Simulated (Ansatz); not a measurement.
One change: `[SiH3]/C=C/Cl` becomes `[SiH3]/C=C/C[SiH3]`.

Ansatz, PBE0-D4/def2-TZVP geometries, multiplicity 1. Each molecule was computed in one conformer, which needn't be the lowest.

```
                                          property  `[SiH3]/C=C/Cl`
  size of the dipole moment (B3LYP/def2-TZVPP) / D             0.73
              HOMO–LUMO gap (PBE0/def2-TZVPP) / eV             6.91
    size of the dipole moment (PBE/def2-TZVPP) / D             0.62
               HOMO–LUMO gap (PBE/def2-TZVPP) / eV             4.80
size of the dipole moment (ωB97M-V/def2-TZVPP) / D             0.74
             HOMO–LUMO gap (B3LYP/def2-TZVPP) / eV             6.47
```

(1) Give the same properties after the change, and the shifts. (Estimate.)

## Answers

(1) The calculation gave: 
```
                                          property  `[SiH3]/C=C/C[SiH3]`  shift
  size of the dipole moment (B3LYP/def2-TZVPP) / D                  1.29   0.56
              HOMO–LUMO gap (PBE0/def2-TZVPP) / eV                  6.91   0.00
    size of the dipole moment (PBE/def2-TZVPP) / D                  1.31   0.69
               HOMO–LUMO gap (PBE/def2-TZVPP) / eV                  4.88   0.08
size of the dipole moment (ωB97M-V/def2-TZVPP) / D                  1.29   0.55
             HOMO–LUMO gap (B3LYP/def2-TZVPP) / eV                  6.51   0.04
```

Dipoles are sizes alone; their direction can turn.

B3LYP here is the variant with VWN-RPA as its local correlation; programs differ in this.
